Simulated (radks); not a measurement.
Task: The table gives one normalised radial function P(r) = r R(r) (large component) of Eu in [Xe] 4f7 6s2 (r in bohr). All-electron calculation, Dirac Kohn-Sham, PBE, spin-unpolarised, spherical densities, finite nucleus; open shells fill j = l - 1/2 first; Fermi nuclear charge, rms radius 5.1115 fm. Program: a radial shooting solver on a logarithmic mesh with Libxc functionals.

r	P
0.002362	0.0000
0.003757	0.0001
0.005975	0.0003
0.009502	0.0009
0.01523	0.0029
0.02423	0.0090
0.03853	0.0257
0.06129	0.0632
0.09747	0.1204
0.155	0.1434
0.2485	0.0237
0.3953	-0.1881
0.6286	-0.1680
0.9998	0.1822
1.59	0.5054
2.549	0.5439
4.054	0.3977
6.448	0.1945
10.26	0.0522

Which n and l does it have? It may be an empty orbital.

Result: n = 5, l = 2: the number of nodes gives n - l - 1 = 2, the rise at small r points to l (for j = l - 1/2 the large component starts outside the nucleus as r^gamma with gamma = sqrt(l^2 - (Z/c)^2) = 1.95 and the r^(l+1) term takes over further out; the orbital of l - 1 with the same j starts with the same power, but with a larger coefficient, and does not steepen), and the extent must fit the shell. The curve is that of 5d3/2; the two j differ most near the nucleus, where j = l - 1/2 has the larger amplitude, and in heavy atoms j = l - 1/2 is also the more compact. 5d3/2 (empty): eigenvalue -1.659 eV, 2 radial nodes at r = 0.262, 0.810 bohr, <r> = 3.30 bohr, 90 % of the charge inside 5.58 bohr.
